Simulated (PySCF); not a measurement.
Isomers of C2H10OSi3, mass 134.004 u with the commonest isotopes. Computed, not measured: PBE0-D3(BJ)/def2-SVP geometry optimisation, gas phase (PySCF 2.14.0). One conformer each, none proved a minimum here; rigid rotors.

Question: Order these by out-of-plane moment Σ m c² = (Ia + Ib − Ic)/2, smallest first.
A. `[SiH3:1]/[CH:2]=[CH:3]\[SiH2:4][O:5][SiH3:6]` with C2–C3–Si4–O5 180°
B. `[CH3:1][C:2](=[O:3])[SiH:4]([SiH3:5])[SiH3:6]` with C1–C2–Si4–Si5 -122°
C. `C[Si@@H]1CO[Si@H]1[SiH3]`

Answer: A (9.21 u·Å²), C (40.61 u·Å²), B (63.52 u·Å²).

Question: Order these by rotational constant A, largest first.
A. `[SiH3:1]/[CH:2]=[CH:3]\[SiH2:4][O:5][SiH3:6]` with C2–C3–Si4–O5 180°
B. `[SiH3][Si@@H]1OC[Si@H]1C`
C. `[CH3:1][C:2](=[O:3])[SiH:4]([SiH3:5])[SiH3:6]` with C1–C2–Si4–Si5 -122°

Answer: A (7045 MHz), B (3240 MHz), C (1645 MHz).

Question: Order these by rotational constant C, largest first.
A. `[CH3:1][C:2](=[O:3])[SiH:4]([SiH3:5])[SiH3:6]` with C1–C2–Si4–Si5 -122°
B. `[SiH3:1]/[CH:2]=[CH:3]\[SiH2:4][O:5][SiH3:6]` with C2–C3–Si4–O5 180°
C. `C[Si@@H]1CO[Si@H]1[SiH3]`

Answer: A (920.4 MHz), C (889.0 MHz), B (564.9 MHz).

```json
{"SMILES": "[SiH3]/C=C\\[SiH2]O[SiH3]", "point group": "–", "Ia (u·Å²)": "71.74", "Ib (u·Å²)": "841.28", "Ic (u·Å²)": "894.60", "κ": "-0.99", "μa (D)": "0.13", "μb (D)": "0.86", "μc (D)": "0.05"}
{"SMILES": "C[Si@@H]1CO[Si@H]1[SiH3]", "point group": "C1", "Ia (u·Å²)": "155.98", "Ib (u·Å²)": "493.72", "Ic (u·Å²)": "568.48", "κ": "-0.89", "μa (D)": "2.01", "μb (D)": "1.29", "μc (D)": "0.09"}
{"SMILES": "CC(=O)[SiH]([SiH3])[SiH3]", "point group": "Cs", "Ia (u·Å²)": "307.16", "Ib (u·Å²)": "368.99", "Ic (u·Å²)": "549.10", "κ": "0.24", "μa (D)": "0.45", "μb (D)": "0.01", "μc (D)": "2.16"}
```
